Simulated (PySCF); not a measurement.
## Correlation energy of Al⁺ (aluminium, charge +1)

[Ne] 3s1 4s1, high-spin 3S determinant (an excited configuration). Computed with PySCF 2.14 in x2c-QZVPPall with one added diffuse shell each of s, p, d, f type (10s7p5d3f1g, 86 functions), with the spin-free X2C one-electron Hamiltonian (Gaussian nucleus). Frozen: 1s2; 10 electrons correlated.

MP2 pair energies summed by pair of shells (mhartree):

```tsv
pair	energy	share (%)
2p-2p	-110.59	66.2
2s-2p	-33.64	20.1
2p-3s	-11.02	6.6
2s-2s	-5.55	3.3
3s-4s	-3.39	2.0
2p-4s	-1.60	1.0
2s-3s	-1.08	0.6
2s-4s	-0.15	0.1
```

Total MP2 correlation energy: -167.01 mhartree.

Same-spin part -50.85 and opposite-spin part -116.16 mhartree; SCS-MP2 scales them by 1/3 and 6/5 to -156.34 mhartree.

This basis was not built for core-valence correlation, so the inner-shell part is incomplete.
